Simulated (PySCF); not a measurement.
## Correlation energy of Be (beryllium, neutral)

[He] 2p2, high-spin 3P determinant (an excited configuration). Computed with PySCF 2.14 in dyall-acv3z (15s9p4d2f, 76 functions), with the non-relativistic Hamiltonian (point nucleus). Frozen: nothing; 4 electrons correlated; the 5 highest virtual orbitals of each spin left out.

MP2 pair energies summed by pair of shells (mhartree):

```json
{"pair": "1s-1s", "energy": "-38.32", "share (%)": "79.6"}
{"pair": "2p-2p", "energy": "-6.08", "share (%)": "12.6"}
{"pair": "1s-2p", "energy": "-3.77", "share (%)": "7.8"}
```

Total MP2 correlation energy: -48.17 mhartree.

Same-spin part -8.01 and opposite-spin part -40.15 mhartree; SCS-MP2 scales them by 1/3 and 6/5 to -50.86 mhartree.
